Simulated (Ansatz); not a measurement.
Species: sum formula Si2N2H7, net charge 0, doublet state. It need not be the lowest isomer of its formula. 
Structure (B3LYP-D3(BJ)/def2-TZVP (Ansatz, a first-principles code) minimum search):
```
Si
N 1 1.7239
H 2 1.0079 1 120.49
H 2 1.0080 3 111.17 1 149.00
H 1 1.4801 2 108.55 3 -164.92
H 1 1.4852 5 110.48 2 -117.90
Si 1 2.3904 5 107.97 6 -116.26
N 7 1.7221 1 103.68 5 -59.28
H 8 1.0210 7 114.90 1 -87.27
H 7 1.4832 8 109.83 9 156.51
H 7 1.4921 10 108.96 8 129.13
```
Charge 0, spin multiplicity 2.

Basis-set convergence of Hartree-Fock and CCSD(T) correlation energies (hartree) with Ansatz. Cores are frozen in the correlated levels unless marked. UHF or UKS for open shells. No spin-orbit coupling. No relativistic terms.

```tsv
basis	functions	E(HF)	E(corr, CCSD(T))
aug-cc-pV(D+d)Z	173	-690.85939	-0.62104
aug-cc-pV(T+d)Z	363	___	___
```

**Question.** Fill in the missing entries.

**Answer.** 
- aug-cc-pV(T+d)Z, E(HF): -690.91460
- aug-cc-pV(T+d)Z, E(corr, CCSD(T)): -0.73494
